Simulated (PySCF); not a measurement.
From a computed spectrum to the compound

A species of 11 atoms with charge 0 has these harmonic modes (PBE0, small Gaussian bases with core potentials, PySCF 2.14.0):

```json
{"cm⁻¹": "24", "km/mol": "55.5", "symmetry": "e"}
{"cm⁻¹": "24", "km/mol": "55.5", "symmetry": "e"}
{"cm⁻¹": "51", "km/mol": "0.0", "symmetry": "a1"}
{"cm⁻¹": "403", "km/mol": "0.0", "symmetry": "a1"}
{"cm⁻¹": "403", "km/mol": "235.4", "symmetry": "a2"}
{"cm⁻¹": "490", "km/mol": "0.8", "symmetry": "e"}
{"cm⁻¹": "490", "km/mol": "0.8", "symmetry": "e"}
{"cm⁻¹": "519", "km/mol": "0.0", "symmetry": "e"}
{"cm⁻¹": "519", "km/mol": "0.0", "symmetry": "e"}
{"cm⁻¹": "1087", "km/mol": "19.6", "symmetry": "e"}
{"cm⁻¹": "1087", "km/mol": "19.6", "symmetry": "e"}
{"cm⁻¹": "1088", "km/mol": "24.5", "symmetry": "e"}
{"cm⁻¹": "1088", "km/mol": "24.5", "symmetry": "e"}
{"cm⁻¹": "1164", "km/mol": "361.3", "symmetry": "a2"}
{"cm⁻¹": "1170", "km/mol": "0.0", "symmetry": "a1"}
{"cm⁻¹": "1224", "km/mol": "2.2", "symmetry": "e"}
{"cm⁻¹": "1224", "km/mol": "2.2", "symmetry": "e"}
{"cm⁻¹": "1228", "km/mol": "1.6", "symmetry": "e"}
{"cm⁻¹": "1228", "km/mol": "1.6", "symmetry": "e"}
{"cm⁻¹": "2255", "km/mol": "333.5", "symmetry": "a2"}
{"cm⁻¹": "2257", "km/mol": "122.4", "symmetry": "e"}
{"cm⁻¹": "2257", "km/mol": "122.4", "symmetry": "e"}
{"cm⁻¹": "2258", "km/mol": "0.0", "symmetry": "a1"}
{"cm⁻¹": "2261", "km/mol": "438.7", "symmetry": "e"}
{"cm⁻¹": "2261", "km/mol": "438.7", "symmetry": "e"}
{"cm⁻¹": "2594", "km/mol": "323.9", "symmetry": "a2"}
{"cm⁻¹": "2596", "km/mol": "0.0", "symmetry": "a1"}
```

**Question.** Which species is it, and in which structure?

**Answer.** Sm(BH4)2 (singlet in the valence; each metal's 4f electrons, 6 of them, lie in its core potential, out of spins and levels):
```xyz
11

Sm    0.0000    0.0000    0.0000
B     2.6354   -0.0047    0.0000
H     3.8467   -0.0068    0.0000
H     2.1620   -0.8538    0.7952
H     2.1631   -0.2676   -1.1337
H     2.1655    1.1098    0.3384
B    -2.6354    0.0047    0.0000
H    -3.8467    0.0068    0.0000
H    -2.1620    0.8537    0.7953
H    -2.1631    0.2677   -1.1336
H    -2.1655   -1.1098    0.3384
```
Ideal gas at 298.15 K and 1 bar: S = 370.5 J/(mol K), Cp = 101.2 J/(mol K), H − H(0 K) = 21.3 kJ/mol (rigid rotor, harmonic modes, spin degeneracy alone, that of the 4f electrons in the core included; the modes under 60 cm⁻¹ make these uncertain). An lcecp potential fixes the number of 4f electrons, so in runs with it no electron can move into or out of that shell.
 Other answers can fit too; this one was computed.
